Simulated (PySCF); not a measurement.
SbCl₅, SMILES [Cl][Sb]([Cl])([Cl])([Cl])[Cl]. Coordinates come from a PBE0-D3(BJ)/def2-SVP optimisation. The isomer is the one that the SMILES or the coordinates give; other isomers of the formula were not compared. The def2 effective core potentials stand for the cores of Sb; spin–orbit coupling is left out.

Computed equilibrium geometry at PBE0-D3(BJ)/def2-SVP (PySCF confirms it by a frequency run) as Cartesian coordinates in Å, and its point group:
point group D3h.
```xyz
6

Sb     0.0000     0.0000     0.0000
Cl     2.3336     0.0000     0.0000
Cl     0.0000     0.0000     2.3608
Cl     0.0000     0.0000    -2.3608
Cl    -1.1668    -2.0209     0.0000
Cl    -1.1668     2.0209     0.0000
```
Charge 0, spin multiplicity 1.
